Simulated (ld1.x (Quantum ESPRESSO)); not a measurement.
**An all-electron radial function and its pseudo partner (chromium (Cr))**

Columns: radius, all-electron u(r) and pseudo u(r) of the 3d shell (level -2.91 eV) of chromium in the configuration [Ar] 3d5 4s1 4p0; PBE, scalar-relativistic, TM semilocal scheme, ld1.x (Quantum ESPRESSO) 7.5.

```csv
r (bohr),all-electron,pseudo
0.192,0.1784,0.0922
0.385,0.5095,0.4630
0.578,0.7198,0.7531
0.770,0.7970,0.8094
0.962,0.7906,0.7907
1.155,0.7441,0.7441
1.348,0.6829,0.6829
1.540,0.6196,0.6196
1.732,0.5593,0.5593
1.925,0.5039,0.5039
2.118,0.4541,0.4541
2.310,0.4100,0.4100
2.502,0.3707,0.3707
2.695,0.3354,0.3354
2.888,0.3039,0.3039
3.080,0.2757,0.2757
3.272,0.2503,0.2503
3.465,0.2273,0.2273
3.658,0.2064,0.2064
3.850,0.1876,0.1876
4.043,0.1705,0.1705
4.235,0.1551,0.1551
4.428,0.1410,0.1410
4.620,0.1283,0.1283
4.812,0.1168,0.1168
5.005,0.1062,0.1062
```

Task: How many radial nodes do the two functions have?

Result: The all-electron 3d function has n − l − 1 = 0; the pseudo-wave has 0.

Task: At about which radius was the pseudo-wave matched?

Result: 1.05 bohr, where the columns begin to agree (steps of 0.19 bohr).

Task: Where does each function peak?

Result: Outermost all-electron maximum near 0.77 bohr, pseudo maximum near 0.77 bohr (to the table’s step).

Task: Is the pseudo-wave norm-conserving?

Result: Yes: the TM semilocal scheme keeps the norm inside the radius equal to the all-electron one, which fixes the energy derivative of the logarithmic derivative at the level.
